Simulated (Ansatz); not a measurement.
One change: `C=N[SiH2]N1BC1` becomes `[SiH3]N1BC1`.

Ansatz, PBE0-D4/def2-TZVP geometries, multiplicity 1. Each molecule was computed in one conformer, which needn't be the lowest.

```json
{"property": "HOMO–LUMO gap (PBE0/def2-TZVPP) / eV", "`C=N[SiH2]N1BC1`": "6.14"}
{"property": "HOMO energy (PBE0/def2-TZVPP) / eV", "`C=N[SiH2]N1BC1`": "-7.17"}
{"property": "HOMO–LUMO gap (ωB97M-V/def2-TZVPP) / eV", "`C=N[SiH2]N1BC1`": "10.64"}
{"property": "LUMO energy (PBE0/def2-TZVPP) / eV", "`C=N[SiH2]N1BC1`": "-1.03"}
{"property": "size of the dipole moment (PBE/def2-TZVPP) / D", "`C=N[SiH2]N1BC1`": "0.99"}
{"property": "size of the dipole moment (B3LYP/def2-TZVPP) / D", "`C=N[SiH2]N1BC1`": "1.23"}
```

Q: Give the same properties after the change, and the shifts. (Estimate.)

A: The calculation gave: 
```json
{"property": "HOMO–LUMO gap (PBE0/def2-TZVPP) / eV", "`[SiH3]N1BC1`": "7.56", "shift": "1.42"}
{"property": "HOMO energy (PBE0/def2-TZVPP) / eV", "`[SiH3]N1BC1`": "-7.82", "shift": "-0.65"}
{"property": "HOMO–LUMO gap (ωB97M-V/def2-TZVPP) / eV", "`[SiH3]N1BC1`": "11.71", "shift": "1.07"}
{"property": "LUMO energy (PBE0/def2-TZVPP) / eV", "`[SiH3]N1BC1`": "-0.26", "shift": "0.77"}
{"property": "size of the dipole moment (PBE/def2-TZVPP) / D", "`[SiH3]N1BC1`": "0.39", "shift": "-0.60"}
{"property": "size of the dipole moment (B3LYP/def2-TZVPP) / D", "`[SiH3]N1BC1`": "0.26", "shift": "-0.97"}
```

With PBE0 the HOMO falls by 0.65 eV and the LUMO rises by 0.77 eV, so the gap widens by about 1.42 eV. PBE moves the HOMO by -0.75 eV and ωB97M-V by -0.61 eV. Dipoles are sizes alone; their direction can turn.

B3LYP here is the variant with VWN-RPA as its local correlation; programs differ in this.
